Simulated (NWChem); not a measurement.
Species: GeSiH5, doublet; SMILES [SiH2][GeH3]

Q: Give the equilibrium geometry at PBE0/def2-SVP, spin-unrestricted (NWChem) as a Z-matrix, with the point group.

A: point group Cs; any orientation.
```
Ge
H 1 1.5398
H 1 1.5399 2 108.74
H 1 1.5440 2 108.42 3 -117.68
Si 1 2.3749 2 109.56 4 -122.63
H 5 1.4966 1 113.63 2 57.09
H 5 1.4966 6 109.82 1 -128.46
```
